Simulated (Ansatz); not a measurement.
```yaml
crystal:
  periodic: [false, false, false]
  atoms:
    - {symbol: Mn, position_ang: [1.054930, -0.392725, -0.996904]}
    - {symbol: Mn, position_ang: [-1.129548, 0.798798, -0.535656]}
    - {symbol: Mn, position_ang: [0.074618, -0.406073, 1.532571]}
basis:
  gaussian: {orbitals: def2-SVP}
total_charge: -1
magnetization: {spin_polarized: true, initial_magnetization: 14}
hamiltonian: {xc: {name: B97M-V}}
scf: {omitted_lower_state_checks: [starts]}
```

```sh
$ ansatz run in.yaml --threads 4 --pin off --events-out ev --progress --plain --max-ram 3916MiB
```

It prints (some lines left out):

```
Functional definition: B97M-V
1281 factors; their error is unknown
mean field evaluation 1: about -93925.4848 eV, gradient 8.5e0 eV
mean field evaluation 2: about -93924.4906 eV, gradient 1.9e1 eV
mean field evaluation 4: about -93926.0407 eV, gradient 7.4e0 eV
mean field evaluation 8: about -93926.3820 eV, gradient 1.2e-1 eV
mean field evaluation 16: about -93926.3526 eV, gradient 2.4e-3 eV
mean field evaluation 32: about -93926.3526 eV, gradient 5.8e-6 eV
mean field -93926.35260970 eV, -3451.7297928380 hartree, gradient 5.8e-6 eV, S^2 56.280738; 0 other end points of the search recorded, 0 dependent functions left out
reference -93926.35265383 eV, -3451.7297944599 hartree; 45, 31 occupied and 48, 62 virtual orbitals, 1281 factors
Total energy: -93926.35265383 eV, -3451.7297944599 hartree
Checks for a lower state left out: starts
```

It took 11 s on 4 threads of Arm Neoverse V2 on a shared host.

The highest occupied level of an anion often lies above zero with these methods, and sets without diffuse functions describe the outer electron poorly. The charge -1 multiplicity 15 is spin-contaminated (final ⟨S²⟩ up to 56.28, 56.00 for a pure state).
